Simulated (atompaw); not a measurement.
## Before and after: PAW (atompaw) potential for copper (Cu)

atompaw 4.2.0.5 input, output lines left out:

```
Cu 29
GGA-PBESOL scalarrelativistic loggrid 1500 logderivrange -10 5 376
4 4 3 0 0 0
4 0 1
4 1 0
0 0 0
c
c
v
v
c
v
v
v
2
1.50 1.40 1.35 1.50
n
n
y
3.3
n
custom polynom vanderbiltortho sinc
3 0 vpsmatchnc
0.75
1.50
1.20
0.35
1.50
1.50
```

Change: wave 3p (bound): rc 1.20 bohr becomes 3p (bound): rc 1.38 bohr.

Cutoffs: the cutoffs (Ry, on a coarse ladder) from which the occupation-weighted sum of valence levels, in a spherical-Bessel basis at the reference potential, stays within 10 and 1 mRy of its value at 400 Ry; they do not see the model core or the augmentation charge, which bear on the density cutoff.

**Question.** What does the change do?

**Answer.** The potential gets neither clearly harder nor softer (110 Ry and 200 Ry → 110 Ry and 200 Ry); both files keep a bound ghost (p); the range in which the p phases agree narrows (upper end at the end of the scan → 3.2).

| quantity | base | changed |
| --- | --- | --- |
| cutoff, loose | 110 Ry | 110 Ry |
| cutoff, tight | 200 Ry | 200 Ry |
| loose cutoff by channel (10 mRy a level) | s 90 Ry, p 50 Ry, d 40 Ry | s 90 Ry, p 35 Ry, d 40 Ry |
| bound ghosts | p | p |
| s: phases at 1.51 bohr within 0.05 rad from the reference energy up to (Ry; the scan ends near 5) | 2.3 | 2.3 |
| p: phases at 1.51 bohr within 0.05 rad from the reference energy up to (Ry; the scan ends near 5) | to the end of the scan | 3.2 |
| d: phases at 1.51 bohr within 0.05 rad from the reference energy up to (Ry; the scan ends near 5) | to the end of the scan | to the end of the scan |
| lowest overlap eigenvalue by channel | s 0.65, p 0.36, d 0.93 | s 0.65, p 0.48, d 0.93 |

Base: The cutoffs count occupied waves only; the empty 4p level needs 260 Ry at the loose tolerance. Changed file: The cutoffs count occupied waves only; the empty 4p level needs 260 Ry at the loose tolerance. A true bound ghost makes a file unfit for plane-wave use even where its test errors are small: the radial tests pick states by their node count and pass the ghost by. The cutoffs see the waves, projectors and local potential, not the compensation charge or the core.
